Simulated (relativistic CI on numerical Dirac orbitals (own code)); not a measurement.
Mn³⁺ in a cubic cluster: 3s photoemission with charge transfer

Computed with a charge-transfer multiplet model of a cubic metal-ligand cluster with up to 2 ligand holes, Slater and spin-orbit integrals from Dirac-Coulomb-Breit ions, Slater integrals scaled by 0.9. The ground state mixes d4 with configurations of k ligand holes L, whose averages lie at kΔ + k(k − 1)U_dd/2; a core hole lowers each added d electron by U_cd. 300 K, Lorentzian 1.4 eV and Gaussian 0.8 eV FWHM.

Atomic integrals in eV (Slater integrals scaled, ζ unscaled), ground: F2dd 10.219, F4dd 6.393, zeta_d 0.043; with the core hole: F2dd 11.159, F4dd 7.022, zeta_d 0.051, G2cd 11.113.

Cluster parameters (eV): Δ = 1.9, U_dd = 5.4, 10Dq = 1.15, 10Dq(ligand) = 0, V(eg) = 2.7, V(t2g) = -1.18, final-state hopping factor = 0.9.

| Case | n_d | d4 | d5L | d6L2 | S |
| --- | --- | --- | --- | --- | --- |
| U_cd = 5.2 eV | 4.65 | 0.42 | 0.51 | 0.07 | 2.00 |
| U_cd = 7 eV | 4.65 | 0.42 | 0.51 | 0.07 | 2.00 |
| U_cd = 7.6 eV | 4.65 | 0.42 | 0.51 | 0.07 | 2.00 |

Weights, n_d and S are thermal averages at 300 K. Binding energies count from the first peak over 30 % of the highest in each spectrum, which can be another peak from case to case. The parameters are a model scan and need not match a compound or its usual spin state. Peaks in eV (height, largest 100):
- U_cd = 5.2 eV: 0.0 (100), 5.7 (18), 12.0 (67), 20.9 (10)
- U_cd = 7 eV: 0.0 (100), 5.9 (16), 12.0 (68), 21.0 (15)
- U_cd = 7.6 eV: 0.0 (100), 5.9 (15), 11.9 (69), 21.0 (16)

For the case U_cd = 7 eV, Δ = 1.9 eV is smaller than U_dd = 5.4 eV, the charge-transfer side of the Zaanen-Sawatzky-Allen scheme. With the core hole the configuration with one ligand hole lies at Δ − U_cd = -3.3, -5.1, -5.7 eV from the one without, in the order of the table; where this is negative the screened configuration lies lower, though the effective hopping of about 4.2 eV (from the holes of the mixed ground state) mixes the two strongly wherever it is as large as the gap.

With at most 2 ligand holes the space is cut while the next configuration still counts, so covalency is underestimated, and a final configuration with one more ligand hole, which can lie low, is missing from the spectra.

Without intra-shell correlation the exchange splitting of the 3s hole comes out too large.
